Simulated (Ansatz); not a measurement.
Redistribution: CH2Br2 + C2H3F → CH3Br + C2H2BrF

Species: CH2Br2 (dibromomethane) `BrCBr`, singlet; C2H3F `C=CF`, singlet; CH3Br (bromomethane) `CBr`, singlet; C2H2BrF `C=C(F)Br`, singlet. The partners trade Br for H; both sit on C, so the bond types are kept.

Shapes, held fixed at every level: PBE0-D4/def2-TZVP. Programs: Ansatz 0.2.0. Electronic energies: no zero-point or thermal term.

Estimate ΔE of this reaction.

The highest level, CCSD(T)/def2-TZVPP, gives ΔE = -10.2 kJ/mol; the levels span -14.7 to -8.8. The column of differences is taken from that level and isn't an error. No measured value is set beside it here. Relativity is left out for Br unless named. Correlated rows may include outer-core shells of Br, which these sets cover unevenly.

| level | kind | ΔE (kJ/mol) | less CCSD(T)/def2-TZVPP |
| --- | --- | --- | --- |
| PBE-D4/def2-TZVPP | GGA | -14.3 | -4.1 |
| BHLYP-D4/def2-TZVPP | global hybrid | -8.8 | +1.4 |
| PBE0-D4/def2-TZVPP | global hybrid | -13.4 | -3.2 |
| r2SCAN0-D4/def2-TZVPP | global hybrid | -14.7 | -4.5 |
| MP2/def2-TZVPP | perturbation theory | -11.1 | -0.9 |
| CCSD(T)/def2-SVP | coupled cluster or CI | -12.8 | -2.6 |
| CCSD/def2-TZVPP | coupled cluster or CI | -9.3 | +0.9 |
| CCSD(T)/def2-TZVPP | coupled cluster or CI | -10.2 | 0.0 |
